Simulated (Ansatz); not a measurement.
One change: `Cl[CH]1[SiH2][GeH2]1` becomes `N[CH]1[SiH2][GeH2]1`.

Ansatz, PBE0-D4/def2-TZVP geometries, multiplicity 1. Each molecule was computed in one conformer, which needn't be the lowest.

Scalar relativity is left out up to krypton.

| property | `Cl[CH]1[SiH2][GeH2]1` |
| --- | --- |
| size of the dipole moment (PBE/def2-TZVPP) / D | 1.68 |
| HOMO–LUMO gap (B3LYP/def2-TZVPP) / eV | 5.76 |
| HOMO energy (B3LYP/def2-TZVPP) / eV | -6.60 |
| LUMO energy (PBE0/def2-TZVPP) / eV | -0.61 |
| HOMO–LUMO gap (PBE/def2-TZVPP) / eV | 4.31 |
| size of the dipole moment (B3LYP/def2-TZVPP) / D | 1.85 |

Give the same properties after the change, and the shifts. (An estimate is asked.)

Computed: 
| property | `N[CH]1[SiH2][GeH2]1` | shift |
| --- | --- | --- |
| size of the dipole moment (PBE/def2-TZVPP) / D | 1.46 | -0.22 |
| HOMO–LUMO gap (B3LYP/def2-TZVPP) / eV | 5.46 | -0.30 |
| HOMO energy (B3LYP/def2-TZVPP) / eV | -5.94 | 0.66 |
| LUMO energy (PBE0/def2-TZVPP) / eV | -0.24 | 0.37 |
| HOMO–LUMO gap (PBE/def2-TZVPP) / eV | 3.95 | -0.36 |
| size of the dipole moment (B3LYP/def2-TZVPP) / D | 1.37 | -0.48 |

With PBE0 the HOMO rises by 0.68 eV and the LUMO rises by 0.37 eV, so the gap narrows by about 0.31 eV. PBE moves the HOMO by 0.74 eV and ωB97M-V by 0.63 eV. Dipoles are sizes alone; their direction can turn.

Positive LUMOs are unbound, so they and the gaps depend on the basis.

B3LYP here is the variant with VWN-RPA as its local correlation; programs differ in this.
